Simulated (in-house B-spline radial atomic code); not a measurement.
Values are calculated unless marked as measured or tabulated.
Weak and strong correlation along the adiabatic connection

Two-electron singlets in several external potentials (atomic units), by full CI in B-splines with partial waves to l = 8 (correlation energies up to 0.6 % small). The repulsion is scaled by λ at fixed density; W(λ) is the mean repulsion less the Hartree energy, W(0) = E_x, and the area under W from 0 to 1 is E_xc.

Relative drop (W(λ) − E_x)/E_x:

```tsv
system	λ = 0.12	λ = 0.25	λ = 0.4	λ = 0.6	λ = 0.8	λ = 1
−V exp(−r²/w²), V = 2.12, w = 3.75	0.0230	0.0452	0.0677	0.0935	0.1153	0.1340
ω²r²/2 − Z/r, ω = 0.0685, Z = 0.7	0.0348	0.0665	0.0969	0.1298	0.1562	0.1778
empty sphere, radius 1.98 bohr	0.0150	0.0301	0.0462	0.0657	0.0830	0.0987
ω²r²/2 − Z/r, ω = 1.47, Z = 1	0.0099	0.0201	0.0313	0.0451	0.0579	0.0698
ω²r²/2 − Z/r, ω = 0.601, Z = 0.3	0.0182	0.0361	0.0547	0.0767	0.0959	0.1128
−V exp(−r²/w²), V = 27.8, w = 0.858	0.0056	0.0115	0.0181	0.0266	0.0347	0.0425
−Z exp(−kr)/r, Z = 8.14, k = 0.913	0.0023	0.0048	0.0076	0.0113	0.0150	0.0186
```

Q: Order the systems by how far second-order (GL2) theory, half the initial slope (estimated from the first points of each curve), overshoots the correlation energy, least first.
A. −Z exp(−kr)/r, Z = 8.14, k = 0.913
B. −V exp(−r²/w²), V = 2.12, w = 3.75
C. −V exp(−r²/w²), V = 27.8, w = 0.858
D. ω²r²/2 − Z/r, ω = 0.601, Z = 0.3
E. empty sphere, radius 1.98 bohr
F. ω²r²/2 − Z/r, ω = 0.0685, Z = 0.7
G. ω²r²/2 − Z/r, ω = 1.47, Z = 1

A: A (GL2/E_c = 1.03), C (GL2/E_c = 1.08), G (GL2/E_c = 1.14), E (GL2/E_c = 1.20), D (GL2/E_c = 1.26), B (GL2/E_c = 1.33), F (GL2/E_c = 1.49).

Q: What else changes along this order?

A: The ratio follows the bend of the curve. With it the leading natural occupation goes from 1.999 to 1.899 and −T_c/E_c from 0.97 to 0.68 between the first and the last.
